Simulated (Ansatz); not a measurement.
Ansatz results at the PBE0-D4/def2-TZVP geometry: HOMO–LUMO gap (PBE0/def2-TZVPP) 6.75 eV; size of the dipole moment (PBE/def2-TZVPP) 2.21 D; HOMO energy (B3LYP/def2-TZVPP) -7.21 eV.

Each molecule was computed in one conformer, which needn't be the lowest.

(1) Which molecule gave them?
A. `[CH3][In]([CH3])[OH]`
B. `C[N](C)[In]([NH2])[NH2]`
C. `C[CH2][In]([SH])[N](C)C`
D. `[CH3][In]([Cl])[I]`

## Answers

(1) A. The others give `C[CH2][In]([SH])[N](C)C`: 5.26, 2.10, -5.73; `[CH3][In]([Cl])[I]`: 5.86, 3.15, -7.39; `C[N](C)[In]([NH2])[NH2]`: 5.10, 0.28, -5.55.

B3LYP here is the variant with VWN-RPA as its local correlation; programs differ in this.
